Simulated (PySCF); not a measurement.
## TDDFT excited states: CH10OSSi3

Species: CH10OSSi3.
SMILES: `O([SiH2]SC)[SiH2][SiH3]`

Method used: PySCF 2.14.0, density-fitted response routines, TDDFT wB97X-D/def2-SVPD, vertical, gas phase, core orbitals frozen in the response. Geometry: PBE0-D3(BJ)/def2-SVP, one conformer, isolated molecule. Torsions of this conformer, `[CH3:1][S:2][SiH2:3][O:4][SiH2:5][SiH3:6]`: C1–S2–Si3–O4 -70°, S2–Si3–O4–Si5 -37°, Si3–O4–Si5–Si6 21°.

```csv
state,E (eV),E (kJ/mol),λ (nm),f,"main configurations (H = HOMO, L = LUMO)"
S1,6.00,579,206.6,0.0020,"H→L+1 (37%), H→L+2 (36%), H→L (10%)"
S2,6.54,631,189.6,0.011,H-1→L (86%)
S3,6.56,633,188.9,0.052,"H→L (64%), H→L+2 (15%)"
S4,6.75,652,183.6,0.031,"H→L+5 (33%), H→L+1 (20%), H→L+2 (19%)"
S5,7.24,699,171.3,0.071,"H→L+6 (27%), H→L+4 (26%), H→L+3 (16%)"
S6,7.30,704,169.8,0.0073,"H-1→L+3 (31%), H-3→L (28%), H-2→L (13%)"
S7,7.31,706,169.5,0.017,"H-3→L (30%), H-1→L+3 (27%), H-2→L (18%)"
S8,7.43,717,166.8,0.015,"H→L+3 (31%), H→L+1 (22%), H→L+4 (18%)"
S9,7.51,725,165.0,0.015,"H→L+5 (40%), H→L+2 (10%), H→L+4 (10%)"
S10,7.57,730,163.8,0.0057,"H-1→L+2 (42%), H-1→L+1 (18%), H-1→L+5 (11%)"
```

Triplets (Tamm–Dancoff): T1 5.61 eV, H→L+2 (39%), H→L+1 (30%); T2 5.89 eV, H-1→L (79%); T3 6.17 eV, H→L (67%); T4 6.37 eV, H→L+5 (33%), H→L+1 (18%), H→L+6 (12%).

The lowest singlet lies at 6.00 eV (207 nm, ultraviolet) and is very weak; its leading configuration is HOMO→LUMO+1 (37%). The strongest level in the table is S5 at 7.24 eV (171 nm, f = 0.071). Löwdin shares by element: HOMO sulfur 69%, carbon 10%, silicon 7% or more; LUMO silicon 51%, oxygen 11% (atoms not listed hold the other 38%). The oscillator strengths of these states sum to 0.227; summed over the whole spectrum of an exact calculation they would give the number of electrons, 82 (Thomas–Reiche–Kuhn). The listed states span 1.57 eV, and the widest gap between neighbours is 0.54 eV (S1 to S2). Orbital energies (eV): HOMO-3 -10.66, HOMO-2 -10.53, HOMO-1 -9.75, HOMO -9.05, LUMO 1.34, LUMO+1 1.85, LUMO+2 1.89. The vertical ionisation energy (ΔSCF) is 9.28 eV, 1.71 eV above S10. Only the lowest 10 singlets were computed, as vertical energies without vibronic structure.
